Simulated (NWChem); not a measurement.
Molecule: C$_{4}$H$_{6}$F$_{2}$; SMILES [C@H]1(F)C[C@H](C1)F

```xyz
12

F      0.0000     2.1426    -0.4009
C      0.0000     1.0568     0.4260
C      1.0768     0.0000     0.1660
C      0.0000    -1.0568     0.4260
F      0.0000    -2.1426    -0.4009
C     -1.0768     0.0000     0.1660
H      0.0000     1.4220     1.4666
H      1.9966     0.0000     0.7670
H      1.3285     0.0000    -0.9054
H      0.0000    -1.4220     1.4666
H     -1.3285     0.0000    -0.9054
H     -1.9966     0.0000     0.7670
```
Atoms are numbered in this order, from 1.

The geometry was optimised at PBE0/def2-SVP.

Question: Give the principal values of the shielding tensors (ppm) of F1, C2, C3 from Hartree-Fock/6-31G* (spherical d), GIAO (NWChem), with their diamagnetic and paramagnetic parts as GIAO splits them.

Answer: 
```
atom    σ11    σ22    σ33  isotropic  diamagnetic  paramagnetic
----  -----  -----  -----  ---------  -----------  ------------
F1    389.6  426.9  434.5      417.0        475.7         -58.7
C2    102.2  111.7  183.7      132.6        237.9        -105.4
C3    146.9  162.5  182.2      163.9        248.5         -84.7
```
